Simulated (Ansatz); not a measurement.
`NBOCF` + `COC[SiH2]F` → `NBOC[SiH2]F` + `COCF`  (formal exchange of groups at a B–O bond)

Isolated molecules relaxed with PBE0-D4/def2-TZVP in Ansatz; ΔE leaves out vibrations. CCSD(T)/CBS adds triple-zeta CCSD(T) − MP2 to the extrapolated MP2 energy (def2 sets, frozen cores). One conformer a species, not always the lowest.

```json
{"species": "`NBOCF`", "SCS-MP2/def2-QZVPP energy (Eh)": "-295.48037"}
{"species": "`COC[SiH2]F`", "SCS-MP2/def2-QZVPP energy (Eh)": "-544.26563"}
{"species": "`NBOC[SiH2]F`", "SCS-MP2/def2-QZVPP energy (Eh)": "-585.80136"}
{"species": "`COCF`", "SCS-MP2/def2-QZVPP energy (Eh)": "-253.94809"}
```

**Question.** Work out ΔE.

**Answer.** ΔE = (-585.80136) + (-253.94809) − (-295.48037) − (-544.26563) = -0.00345 Eh = -2.2 kcal/mol. CCSD(T)/CBS gives -2.2 kcal/mol.

Largest T1 diagnostic among the species: 0.012.
